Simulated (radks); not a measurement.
Species: Cl+. Configuration: [Ne] 3s2 3p4 (the NIST ground configuration). Calculated with a radial shooting solver on a logarithmic mesh with Libxc functionals: scalar-relativistic Kohn-Sham, PBEsol, spin-unpolarised, spherical densities, point nucleus. Some entries of the table are withheld. Estimate them.

orbital  occ.  eigenvalue (hartree)  <1/r> (bohr^-1)
1s          2             -101.4246            16.66
2s          2                   (1)              (2)
2p          6                   (3)              (4)
3s          2                   (5)              (6)
3p          4              -0.71222           0.7969

Answer. 
(1) 2s eigenvalue (hartree): -9.73858
(2) 2s <1/r> (bohr^-1): 3.305
(3) 2p eigenvalue (hartree): -7.50642
(4) 2p <1/r> (bohr^-1): 3.205
(5) 3s eigenvalue (hartree): -1.17630
(6) 3s <1/r> (bohr^-1): 0.9277
